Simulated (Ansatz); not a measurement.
# Worked example: a bond strength in Si2H2OF2 (SMILES F[Si]1(F)O[SiH2]1)

Si2H2OF2: 7 atoms, total charge 0, spin state singlet. As SMILES, `F[Si]1(F)O[SiH2]1`. Geometry: optimised at B3LYP/def2-SVP.

| atom | x (Å) | y (Å) | z (Å) |
| --- | --- | --- | --- |
| F | 0.4243 | -1.6305 | 1.7237 |
| Si | 0.0422 | -1.0295 | 0.2800 |
| F | -0.2054 | -2.3186 | -0.6519 |
| O | 1.1328 | 0.0816 | -0.3309 |
| Si | -0.3052 | 1.0773 | -0.2381 |
| H | -0.2118 | 2.2056 | 0.7244 |
| H | -0.8154 | 1.5460 | -1.5527 |

Wanted: the dissociation energy of the H6–Si5 bond into doublet H and doublet Si2HOF2 (shapes relaxed at B3LYP/def2-SVP, no zero-point term). 1 Eh = 2625.50 kJ/mol = 27.2114 eV. Totals in Eh; open shells run unrestricted unless said.

| level | program | Si2H2OF2 | doublet H | doublet Si2HOF2 |
| --- | --- | --- | --- | --- |
| r2SCAN/def2-SVP | Ansatz | -854.665213 | -0.499209 | -854.026517 |
| B3LYP/def2-SVP | Ansatz | -854.866959 | -0.501259 | -854.223599 |
| RPA@PBE/def2-SVP, 13 core orbitals frozen | Ansatz | -853.564476 | -0.512310 | -852.912353 |

**Question.** Work out the dissociation energy at each level.

**Answer.** 
1. r2SCAN/def2-SVP: (-0.499209) + (-854.026517) − (-854.665213) = 0.139487 Eh = 366.2 kJ/mol = 3.80 eV.
2. B3LYP/def2-SVP: (-0.501259) + (-854.223599) − (-854.866959) = 0.142101 Eh = 373.1 kJ/mol = 3.87 eV.
3. RPA@PBE/def2-SVP: (-0.512310) + (-852.912353) − (-853.564476) = 0.139813 Eh = 367.1 kJ/mol = 3.80 eV.

The levels span 366 to 373 kJ/mol; no measured value is set beside them. A bond enthalpy at 298 K also holds the loss of zero-point energy and thermal terms.
